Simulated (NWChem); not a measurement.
System: TlCl; SMILES [Tl][Cl]

Excerpt of the output:

```
             Northwest Computational Chemistry Package (NWChem) 7.3.0
             --------------------------------------------------------

                             Geometry "geometry" -> ""
                             -------------------------

 Output coordinates in angstroms (scale by  1.889725989 to convert to a.u.)

  No.       Tag          Charge          X              Y              Z
 ---- ---------------- ---------- -------------- -------------- --------------
    1 Tl                  81.0000     0.00000000     0.00000000    -0.42201700
    2 Cl                  17.0000     0.00000000     0.00000000     2.11447800

 Effective nuclear repulsion energy (a.u.)     287.2771568139

 Summary of "ao basis" -> "ao basis" (spherical)
 ------------------------------------------------------------------------------
       Tag                 Description            Shells   Functions and Types
 ---------------- ------------------------------  ------  ---------------------
 Tl                         def2-svp                10       26   4s4p2d
 Cl                         def2-svp                 8       18   4s3p1d

            General Information
            -------------------
          SCF calculation type: DFT
          Wavefunction type:  closed shell.
          No. of atoms     :     2
          No. of electrons :    38
           Alpha electrons :    19
            Beta electrons :    19
          Charge           :     0
          Spin multiplicity:     1
          Use of symmetry is: off; symmetry adaption is: off
          Maximum number of iterations: 150
          AO basis - number of functions:    44
                     number of shells:    18
          Convergence on energy requested:  1.00D-06
          Convergence on density requested:  1.00D-05
          Convergence on gradient requested:  5.00D-04

              XC Information
              --------------
                     Hartree-Fock (Exact) Exchange  1.000
                     LC-wPBE(h)Exchange Functional  1.000
            Perdew 1991 LDA Correlation Functional  1.000 local
           PerdewBurkeErnz. Correlation Functional  1.000 non-local

           Range-Separation Parameters
           ---------------------------
           Alpha           :  0.00
           Beta            :  1.00
           Gamma           :  0.35
           Short-Range HF  :     F

             Grid Information
             ----------------
          Grid used for XC integration:  medium
          Radial quadrature: Mura-Knowles
          Angular quadrature: Lebedev.
          Tag              B.-S. Rad. Rad. Pts. Rad. Cut. Ang. Pts.
          ---              ---------- --------- --------- ---------
          Tl                  1.90      123           8.0       590
          Cl                  1.00       88          10.0       590
          Grid pruning is: on
          Number of quadrature shells:   211
          Spatial weights used:  Erf1

      Superposition of Atomic Density Guess
      -------------------------------------

 Sum of atomic energies:        -654.56054890

      Non-variational initial energy
      ------------------------------

 Total energy =    -630.754112
 1-e energy   =   -1085.069180
 2-e energy   =     379.835805
 HOMO         =      -0.327429
 LUMO         =       0.006534

   convergence    iter        energy       DeltaE   RMS-Dens  Diis-err
 ---------------- ----- ----------------- --------- --------- ---------
 d= 0,ls=0.0,diis     1   -632.4706873207 -7.07D+02  2.35D-02  2.96D-01
 d= 0,ls=0.0,diis     2   -632.5053308334 -3.46D-02  6.82D-03  1.05D-01
 d= 0,ls=0.0,diis     3   -632.5184591667 -1.31D-02  2.17D-03  1.70D-03
 d= 0,ls=0.0,diis     4   -632.5188104003 -3.51D-04  3.50D-04  3.78D-05
 d= 0,ls=0.0,diis     5   -632.5188203389 -9.94D-06  1.08D-04  1.76D-06
 d= 0,ls=0.0,diis     6   -632.5188210882 -7.49D-07  2.87D-05  1.84D-07
 d= 0,ls=0.0,diis     7   -632.5188211837 -9.55D-08  6.42D-06  7.61D-09

         Total DFT energy =     -632.518821183704
      One electron energy =    -1086.772445810333
           Coulomb energy =      422.900557613555
    Exchange-Corr. energy =      -43.126195864596
 Nuclear repulsion energy =       74.479262877669

 Numeric. integr. density =       38.000000000182

                       DFT Final Molecular Orbital Analysis
                       ------------------------------------

 Vector   17  Occ=2.000000D+00  E=-3.667401D-01
              MO Center=  3.0D-09,  3.1D-09,  2.0D+00, r^2= 1.4D+00
   Bfn.  Coefficient  Atom+Function         Bfn.  Coefficient  Atom+Function
  ----- ------------  ---------------      ----- ------------  ---------------
    38      0.456086  2 Cl py                37      0.450263  2 Cl px
    35      0.323829  2 Cl py                34      0.319695  2 Cl px
    32      0.191684  2 Cl py                31      0.189237  2 Cl px
    18     -0.064444  1 Tl d -1              20      0.063621  1 Tl d  1
    12      0.059158  1 Tl py                15      0.059079  1 Tl py

 Vector   18  Occ=2.000000D+00  E=-3.667401D-01
              MO Center=  1.7D-10, -3.3D-10,  2.0D+00, r^2= 1.4D+00
   Bfn.  Coefficient  Atom+Function         Bfn.  Coefficient  Atom+Function
  ----- ------------  ---------------      ----- ------------  ---------------
    37      0.456086  2 Cl px                38     -0.450263  2 Cl py
    34      0.323829  2 Cl px                35     -0.319695  2 Cl py
    31      0.191684  2 Cl px                32     -0.189237  2 Cl py
    20      0.064444  1 Tl d  1              18      0.063621  1 Tl d -1
    11      0.059158  1 Tl px                14      0.059079  1 Tl px

[...]
```

Level: LC-wPBE (HJS exchange hole, range parameter 0.35 per bohr)/def2-SVP with def2 effective core potentials on Tl, vertical spin-unrestricted ions. Geometry: optimised at PBE-D3(BJ)/def2-SVP. def2 effective core potentials on Tl; no spin-orbit coupling.

Q: Reconstruct the input file.

A: Several could match; the one computed here: the input that was run:
```
start job
memory heap 200 mb stack 700 mb global 900 mb
geometry units angstroms noautosym nocenter noautoz
  Tl     0.000000     0.000000    -0.422017
  Cl     0.000000     0.000000     2.114478
end
basis spherical
  * library def2-svp
end
ecp
  Tl library def2-ecp
end
dft
  xc xwpbe 1.00 cpbe96 1.0 hfexch 1.00
  cam 0.35 cam_alpha 0.0 cam_beta 1.0
  iterations 150
  vectors input atomic output neutral.movecs
end
task dft energy
charge 1
dft
  odft
  mult 2
  vectors input atomic output cation.movecs
end
task dft energy
```
